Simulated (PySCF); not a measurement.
## A search over the determinants of AlBr⁺

Unrestricted PBE0; Al pcseg-1, Br pcseg-1; no relativity (PySCF 2.14). Outer shells of the fragments: Al+ 3s2; Br 3d10 4s2 4p5.

Followed along the bond (rough minima from three points):

| 2Ms+1 | unpaired | ⟨S²⟩ at the start | R at minimum (Å) | Te (eV) |
| --- | --- | --- | --- | --- |
| 2 | σ ↑ | 0.76 | 2.21 | 0.00 |
| 2 | π ↑ | 0.75 | none in the scan | ≤ 1.36 |
| 4 | σ ↑, π ↑↑ | 3.75 | none in the scan | ≤ 4.47 |

Solutions found at the starting distance of 2.410 Å, counted from the lowest of them; the search is not exhaustive and high or unbound solutions are not listed, so other states can lie among these:

```csv
2Ms+1,unpaired,term,E (eV),⟨S²⟩,⟨Lz²⟩,μ (D)
2,σ ↑,²Σ⁺,0.00,0.76,0.00,-8.31
2,π ↑,²Π,1.49,0.75,1.00,-3.42
4,"σ ↑, π ↑↑",mixed,4.31,3.75,2.00,-3.44
4,"σ ↑, π ↑↑",mixed,4.46,3.75,2.00,-3.45
2,"σ ↑, π ↑↓",mixed,4.55,1.75,2.01,-3.47
4,"σ ↑↑, π ↑",⁴Π,6.30,3.75,1.00,-4.50
```

A term symbol is given only where ⟨S²⟩ and ⟨Lz²⟩ are close to those of a pure state; real π, δ and φ orbitals otherwise mix terms. A positive dipole points towards Br; it is taken about the centre of mass and depends on that origin.

Spin–orbit coupling is left out. Counting both spins, an empty level lies below a filled one in some of these solutions, because spin and occupation are held.
